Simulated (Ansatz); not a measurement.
Isolated molecules relaxed with PBE0-D4/def2-TZVP in Ansatz; ΔE leaves out vibrations. CCSD(T)/CBS is the MP2 limit (def2-TZVPP, def2-QZVPP) plus CCSD(T) − MP2 in def2-TZVPP, frozen cores. Each species was taken in one conformer, which may not be the lowest.

Reaction (redistribution): `O[SiH](O)[O][AlH2]` + `C[SiH2]N[SiH2]O` → `C[SiH2]N[SiH](O)O` + `O[SiH2][O][AlH2]`

`O[SiH](O)[O][AlH2]`:

Cartesian coordinates in Å:
```
O -1.463 -1.206 -1.096
Si -0.368 -0.967 0.102
O 0.960 -1.818 -0.318
O -0.079 0.616 0.274
Al 0.733 2.059 0.598
H -2.159 -0.555 -1.190
H -0.831 -1.490 1.402
H 1.055 -2.039 -1.246
H -0.056 3.396 0.313
H 2.207 2.004 1.161
```

`C[SiH2]N[SiH2]O`:

Z-matrix (Å, degrees):
```
C
Si 1 1.865
H 1 1.093 2 110.6
H 1 1.092 2 110.9 3 120.3
H 1 1.093 2 111.0 3 -119.5
N 2 1.733 1 112.2 3 179.9
H 2 1.492 1 108.4 3 56.8
H 2 1.487 1 111.0 3 -62.3
Si 6 1.718 2 127.4 1 124.0
H 6 1.010 2 117.0 1 -58.4
O 9 1.646 6 114.5 2 70.0
H 9 1.488 6 105.7 2 -167.7
H 9 1.479 6 110.8 2 -46.1
H 11 0.958 9 117.5 6 57.2
```

`C[SiH2]N[SiH](O)O`:

```xyz
15

C     2.029   -0.528   -1.596
Si    0.842   -1.149   -0.297
N     0.129    0.148    0.603
Si   -1.516    0.530    0.845
O    -1.908    2.079    0.444
O    -1.872    0.439    2.440
H     2.841    0.048   -1.143
H     2.478   -1.366   -2.137
H     1.521    0.114   -2.319
H    -0.278   -1.892   -0.929
H     1.582   -2.072    0.609
H     0.774    0.695    1.160
H    -2.295   -0.430    0.031
H    -1.774    2.344   -0.467
H    -2.551    1.039    2.755
```

`O[SiH2][O][AlH2]`:

Cartesian coordinates in Å:
```
O -1.272 -1.640 0.714
Si -0.875 -0.682 -0.559
O 0.320 0.352 -0.207
Al 1.636 1.290 0.263
H -1.736 -1.238 1.449
H -0.439 -1.624 -1.614
H -2.052 0.119 -0.986
H 1.719 1.739 1.775
H 2.699 1.684 -0.835
```

```json
{"level": "HF/def2-TZVPP", "ΔE (kcal/mol)": "0.6"}
{"level": "HF/def2-QZVPP", "ΔE (kcal/mol)": "0.6"}
{"level": "SCS-MP2/def2-QZVPP", "ΔE (kcal/mol)": "0.7"}
{"level": "HF/CBS(def2)", "ΔE (kcal/mol)": "0.6"}
```

(1) What does CCSD(T)/CBS give? (An estimate is asked.)

Largest T1 diagnostic among the species: 0.012.

## Answers

(1) Computed: +0.8 kcal/mol. The listed levels differ from it by -0.2, -0.2, -0.1, -0.2 kcal/mol.
